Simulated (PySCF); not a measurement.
A calculated (PBE, PySCF 2.14, def2-SVP, no relativity, point nucleus) atom or ion has these occupied shells.

| shell | electrons | orbital energy (eV) | rms radius, mean of both spins (bohr) |
| --- | --- | --- | --- |
| 1s α | 1 | -11550.2 | 0.0537 |
| 1s β | 1 | -11550.1 | 0.0537 |
| 2s α | 1 | -1457.6 | 0.224 |
| 2s β | 1 | -1457.6 | 0.224 |
| 2p α | 3 | -1305.2 | 0.198 |
| 2p β | 3 | -1305.1 | 0.198 |
| 3s α | 1 | -193.83 | 0.653 |
| 3s β | 1 | -193.71 | 0.653 |
| 3p α | 3 | -142.25 | 0.673 |
| 3p β | 3 | -142.12 | 0.673 |
| 3d α | 5 | -51.701 | 0.757 |
| 3d β | 5 | -51.495 | 0.757 |
| 4s α | 1 | -23.539 | 2.04 |
| 4s β | 1 | -21.779 | 2.04 |
| 4p α | 2 | -14.076 | 2.50 |

Task: Name the element and its charge.

Result: As⁺ (arsenic, charge +1), in [Ar] 3d10 4s2 4p2, high-spin 3P determinant.
